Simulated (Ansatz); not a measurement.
I3Sb (SMILES [I][Sb]([I])[I]), singlet, geometry from GFN2-xTB (core potentials on I, Sb). Base run: Ansatz (a program for electronic structure) with BLYP/def2-SV(P).

Input for Ansatz:
Ansatz 0.2 input:
```yaml
crystal:
  periodic: [false, false, false]
  atoms:
    - {symbol: Sb, position_ang: [0.01294198, 0.00090519, 1.01247550]}
    - {symbol: I, position_ang: [-1.86865509, -1.50372426, -0.29957913]}
    - {symbol: I, position_ang: [-0.37382384, 2.36628049, -0.32214675]}
    - {symbol: I, position_ang: [2.23002532, -0.86342726, -0.35254300]}
basis:
  gaussian:
    orbitals: def2-SV_P_.json
hamiltonian:
  xc: blyp
```
The basis file holds def2-SV(P) in the JSON format of the Basis Set Exchange.

Variants of this job, named by their change:

```tsv
change	ΔE vs base (mEh)
base	0.000
lower_state_search = off	0.000
final_grid = 10, 20, 41	0.000
point_charge = charge:0.5 position_ang:-4.0138, -3.6365, 0.1662	-4.658
forces = on	0.000
point_charge = charge:-1.0 position_ang:-1.8972, -2.3302, 4.5185	-13.165
lower_state_search = light	0.000
lower_state_search = full	0.000
nuclear_model = gaussian	0.000
fitting.mean_field = def2-universal-JKFIT	-0.027
accuracy = high	0.001
```
